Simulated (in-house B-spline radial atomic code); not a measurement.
RPA and G0W0 for Ge III (Ge2+), [Ar] 3d10 4s2, as one setting changes: the share of exact exchange in the PBE hybrid start. A dash marks a level of low quasi-particle weight. Computed with a B-spline radial code for spherical atoms: all electrons, scalar-relativistic (spin-free one-electron X2C), finite nucleus, each spin shell either full or empty, empty states to l = 9 with an (l + 1/2)⁻⁴ tail; G0W0 by contour deformation at full frequency.

```csv
share of exact exchange in the PBE hybrid start,mean-field level (eV),G0W0 level (eV),RPA correlation (Eh)
0,-29.239,4s -34.51,-2.3072
0.1,-29.653,4s -34.46,-2.2807
0.2,?,?,?
0.3,-30.48,4s -34.36,-2.2307
0.4,-30.89,4s -34.31,-2.2071
0.5,?,?,?
0.6,-31.70,4s -34.22,-2.1624
0.7,-32.11,4s -34.17,-2.1411
0.8,-32.51,4s -34.12,-2.1205
0.9,-32.92,4s -34.07,-2.1005
1,-33.32,4s -34.03,-2.081
```

(1) What belongs in the row for 0.5?

(2) What belongs in the row for 0.2?

Answers

(1) mean-field level (eV): -31.29; G0W0 level (eV): 4s -34.27; RPA correlation (Eh): -2.1843.

(2) mean-field level (eV): -30.06; G0W0 level (eV): 4s -34.41; RPA correlation (Eh): -2.2552.
